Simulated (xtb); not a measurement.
Ge(H)2(OEt)(NH2) (C2H9GeNO), SMILES CC[O][GeH2][NH2]. All values are semi-empirical tight-binding results from xtb (GFN2-xTB unless named), good for trends rather than for accurate numbers. Geometry: GFN2-xTB. Other conformers were not sampled.

Optimised geometry:

```xyz
14

Ge     0.9644    -0.3335     0.0055
N      1.6187     1.2843     0.5102
O     -0.7604    -0.3276     0.2234
C     -1.7283     0.4222    -0.4803
C     -3.1088    -0.1216    -0.1447
H      1.2863    -0.7213    -1.4325
H      1.3847    -1.3584     1.0015
H      2.6184     1.4126     0.4651
H      1.1749     2.1015     0.1143
H     -1.6663     1.4794    -0.1913
H     -1.5560     0.3557    -1.5628
H     -3.8722     0.4462    -0.6703
H     -3.2807    -0.0504     0.9259
H     -3.1745    -1.1670    -0.4350
```
Charge 0, spin multiplicity 1.

For metal compounds this method's bond lengths and energies can be far off.

```
Quantity                                      Result
-------------------------------------  -------------
orbital gap                                  7.73 eV
zero-point energy                      67.0 kcal/mol
G − E(el) at 298.15 K (modified RRHO)  45.9 kcal/mol
```

Question: Give the atomic charges and the Wiberg bond orders between heavy atoms. (The exact figures need the calculation; the answer reports its results.)

Answer: charges (e) Ge1 0.26, N2 -0.37, O3 -0.36, C4 0.10, C5 -0.11, H6 -0.03, H7 0.00, H8 0.16, H9 0.17, H10 0.02, H11 0.02, H12 0.04, H13 0.05, H14 0.05. Bond orders Ge1–N2 1.12, Ge1–O3 1.11, O3–C4 0.97, C4–C5 1.01.
